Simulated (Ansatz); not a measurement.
```yaml
atoms:
  - { symbol: C, position_ang: [-0.0140, -0.0452, -0.6204] }
  - { symbol: C, position_ang: [-0.0192, -0.0432, 0.6205] }
  - { symbol: H, position_ang: [-0.0291, -0.0316, -1.6538] }
  - { symbol: H, position_ang: [0.0289, 0.0338, 1.7020] }
```

Basis set: STO-3G (spherical functions). Frozen core: 2 orbitals. Charge 0, multiplicity 1.

Computed with Ansatz (development build ahead of 0.2.0); each method stands on the lowest determinant of its kind that the runs found. Restricted open shells among the atoms or ions are ROHF, correlated in semicanonical orbitals with singles.

The atomization energy at this shape (free ground-state atoms in the same class of orbitals less the molecule, no zero-point energy) of singlet C₂H₂:

```
 method  atomization energy
RHF-MP2       1708.9 kJ/mol
```

Question: What does RHF give?

Answer: 1341.3 kJ/mol.

This basis has no polarisation functions and is too small for such energies, which can lie far from measured ones in either direction.
